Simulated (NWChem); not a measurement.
System: C$_{3}$H$_{5}$F; SMILES C=C(F)C

Input file for NWChem:

```
start job
memory heap 200 mb stack 900 mb global 1100 mb
geometry units angstroms noautoz
  C     -1.057331    -0.968166     0.000000
  C     -0.059453    -0.088487     0.000000
  C     -0.139417     1.394965     0.000000
  F      1.208734    -0.522949     0.000000
  H     -2.091981    -0.626601     0.000000
  H     -0.852166    -2.039684     0.000000
  H      0.371491     1.803599     0.886517
  H     -1.181695     1.736885     0.000000
  H      0.371491     1.803599    -0.886517
end
basis spherical
  * library def2-svp
end
dft
  xc pbe0
  iterations 150
  vectors input atomic output neutral.movecs
end
task dft energy
charge 1
dft
  odft
  mult 2
  vectors input atomic output cation.movecs
end
task dft energy
```

Output (shortened):

```
             Northwest Computational Chemistry Package (NWChem) 7.3.0
             --------------------------------------------------------

 CS  symmetry detected

                             Geometry "geometry" -> ""
                             -------------------------

 Output coordinates in angstroms (scale by  1.889725989 to convert to a.u.)

  No.       Tag          Charge          X              Y              Z
 ---- ---------------- ---------- -------------- -------------- --------------
    1 C                    6.0000    -0.95551545    -1.06752736     0.00000000
    2 C                    6.0000    -0.04915365    -0.09382107     0.00000000
    3 C                    6.0000    -0.27487172     1.37453700     0.00000000
    4 F                    9.0000     1.25566552    -0.40123353     0.00000000
    5 H                    1.0000    -2.01878186    -0.82955298     0.00000000
    6 H                    1.0000    -0.64578732    -2.11362104     0.00000000
    7 H                    1.0000     0.19329419     1.83151558     0.88651700
    8 H                    1.0000    -1.34576400     1.61211318     0.00000000
    9 H                    1.0000     0.19329419     1.83151558    -0.88651700

 Effective nuclear repulsion energy (a.u.)     118.1120892806

      Symmetry information
      --------------------

 Group name             Cs
 Group number              2
 Group order               2
 No. of unique centers     8

                                 NWChem DFT Module
                                 -----------------

 Summary of "ao basis" -> "ao basis" (spherical)
 ------------------------------------------------------------------------------
       Tag                 Description            Shells   Functions and Types
 ---------------- ------------------------------  ------  ---------------------
 C                          def2-svp                 6       14   3s2p1d
 F                          def2-svp                 6       14   3s2p1d
 H                          def2-svp                 3        5   2s1p

      Symmetry analysis of basis
      --------------------------

        a'         57
        a"         24

            General Information
            -------------------
          SCF calculation type: DFT
          Wavefunction type:  closed shell.
          No. of atoms     :     9
          No. of electrons :    32
           Alpha electrons :    16
            Beta electrons :    16
          Charge           :     0
          Spin multiplicity:     1
          Use of symmetry is: on ; symmetry adaption is: on
          Maximum number of iterations: 150
          AO basis - number of functions:    81
                     number of shells:    39
          Convergence on energy requested:  1.00D-06
          Convergence on density requested:  1.00D-05
          Convergence on gradient requested:  5.00D-04

              XC Information
              --------------
                         PBE0 Method XC Functional
                     Hartree-Fock (Exact) Exchange  0.250
          PerdewBurkeErnzerhof Exchange Functional  0.750
            Perdew 1991 LDA Correlation Functional  1.000 local
           PerdewBurkeErnz. Correlation Functional  1.000 non-local

             Grid Information
             ----------------
          Grid used for XC integration:  medium
          Radial quadrature: Mura-Knowles
          Angular quadrature: Lebedev.
          Tag              B.-S. Rad. Rad. Pts. Rad. Cut. Ang. Pts.
          ---              ---------- --------- --------- ---------
          C                   0.70       49          10.0       434
          F                   0.50       49           9.0       434
          H                   0.35       45          11.0       434
          Grid pruning is: on
          Number of quadrature shells:   376
          Spatial weights used:  Erf1

      Superposition of Atomic Density Guess
      -------------------------------------

 Sum of atomic energies:        -214.66333799

      Non-variational initial energy
      ------------------------------

 Total energy =    -216.798477
 1-e energy   =    -526.592510
 2-e energy   =     191.681944
 HOMO         =      -0.289106
 LUMO         =       0.050404

      Symmetry analysis of molecular orbitals - initial
      -------------------------------------------------

  Numbering of irreducible representations:

     1 a'          2 a"

  Orbital symmetries:

     1 a'          2 a'          3 a'          4 a'          5 a'
     6 a'          7 a'          8 a'          9 a'         10 a"
    11 a'         12 a'         13 a"         14 a'         15 a'
    16 a"         17 a"         18 a'         19 a'         20 a'
    21 a"         22 a'         23 a'         24 a'         25 a'
    26 a'

   convergence    iter        energy       DeltaE   RMS-Dens  Diis-err
 ---------------- ----- ----------------- --------- --------- ---------
 d= 0,ls=0.0,diis     1   -216.6872491967 -3.35D+02  1.12D-02  4.85D-01
 d= 0,ls=0.0,diis     2   -216.6768317735  1.04D-02  6.26D-03  6.62D-01
 d= 0,ls=0.0,diis     3   -216.7418232948 -6.50D-02  1.74D-03  2.36D-02
 d= 0,ls=0.0,diis     4   -216.7443252306 -2.50D-03  6.14D-04  3.95D-03
 d= 0,ls=0.0,diis     5   -216.7447981897 -4.73D-04  1.09D-04  2.46D-04
  Resetting Diis
 d= 0,ls=0.0,diis     6   -216.7448187156 -2.05D-05  2.60D-05  6.67D-06
 d= 0,ls=0.0,diis     7   -216.7448194441 -7.28D-07  1.23D-05  5.45D-07
 d= 0,ls=0.0,diis     8   -216.7448194370  7.04D-09  6.03D-06  6.18D-07

         Total DFT energy =     -216.744819437019
      One electron energy =     -529.777836607915
           Coulomb energy =      223.228581871928
    Exchange-Corr. energy =      -28.307653981662
 Nuclear repulsion energy =      118.112089280630

 Numeric. integr. density =       32.000007557204

                  Occupations of the irreducible representations
                  ----------------------------------------------

                     irrep           alpha         beta
                     --------     --------     --------
                     a'               13.0         13.0
                     a"                3.0          3.0

                       DFT Final Molecular Orbital Analysis
                       ------------------------------------

 Vector   14  Occ=2.000000D+00  E=-4.005670D-01  Symmetry=a'
              MO Center= -6.0D-01, -1.3D-01,  2.3D-15, r^2= 3.5D+00
   Bfn.  Coefficient  Atom+Function         Bfn.  Coefficient  Atom+Function
  ----- ------------  ---------------      ----- ------------  ---------------
    62     -0.265467  6 H  s                 32      0.260980  3 C  px
     5      0.250259  1 C  py                57      0.237799  5 H  s
    72     -0.208886  8 H  s                  4     -0.207629  1 C  px
    47      0.205689  4 F  py                50     -0.142667  4 F  py
    67      0.143127  7 H  s                 77      0.143127  9 H  s

 Vector   15  Occ=2.000000D+00  E=-3.771858D-01  Symmetry=a'
              MO Center=  3.5D-01, -3.3D-02, -1.3D-16, r^2= 2.2D+00
   Bfn.  Coefficient  Atom+Function         Bfn.  Coefficient  Atom+Function
  ----- ------------  ---------------      ----- ------------  ---------------
    47      0.475393  4 F  py                50     -0.331708  4 F  py
    19      0.306379  2 C  py                33     -0.296583  3 C  py
     5     -0.198271  1 C  py                36     -0.160310  3 C  py
    31      0.146731  3 C  s                  3     -0.127769  1 C  s
    62      0.120628  6 H  s                  4     -0.119244  1 C  px

 Vector   16  Occ=2.000000D+00  E=-2.640341D-01  Symmetry=a"
              MO Center= -4.1D-01, -5.3D-01, -7.7D-17, r^2= 2.0D+00
   Bfn.  Coefficient  Atom+Function         Bfn.  Coefficient  Atom+Function
  ----- ------------  ---------------      ----- ------------  ---------------
     6      0.425249  1 C  pz                20      0.357970  2 C  pz
     9      0.323169  1 C  pz                48      0.249683  4 F  pz
    51     -0.199098  4 F  pz                23      0.192339  2 C  pz
    67     -0.111333  7 H  s                 77      0.111333  9 H  s
    68     -0.106902  7 H  s                 78      0.106902  9 H  s

 Vector   17  Occ=0.000000D+00  E= 2.592138D-02  Symmetry=a"
              MO Center= -4.1D-01, -3.3D-01,  6.9D-16, r^2= 2.7D+00
   Bfn.  Coefficient  Atom+Function         Bfn.  Coefficient  Atom+Function
  ----- ------------  ---------------      ----- ------------  ---------------
     9      0.611452  1 C  pz                23     -0.590828  2 C  pz
    20     -0.495321  2 C  pz                 6      0.380670  1 C  pz
    68      0.370727  7 H  s                 78     -0.370727  9 H  s
    51      0.176579  4 F  pz                48     -0.168236  4 F  pz
    37     -0.158196  3 C  pz                67      0.132033  7 H  s

 Vector   18  Occ=0.000000D+00  E= 7.771072D-02  Symmetry=a'
              MO Center= -9.6D-01,  1.2D+00, -3.6D-14, r^2= 5.5D+00
   Bfn.  Coefficient  Atom+Function         Bfn.  Coefficient  Atom+Function
  ----- ------------  ---------------      ----- ------------  ---------------
    31      2.536010  3 C  s                 73     -1.250451  8 H  s
    68     -0.943109  7 H  s                 78     -0.943109  9 H  s
    58     -0.859877  5 H  s                  3      0.703833  1 C  s
    17     -0.487688  2 C  s                  7     -0.399805  1 C  px
    63     -0.273129  6 H  s                 22     -0.257073  2 C  py

[...]
```

Level: PBE0/def2-SVP, vertical spin-unrestricted ions. The geometry was optimised at PBE0/def2-SVP.
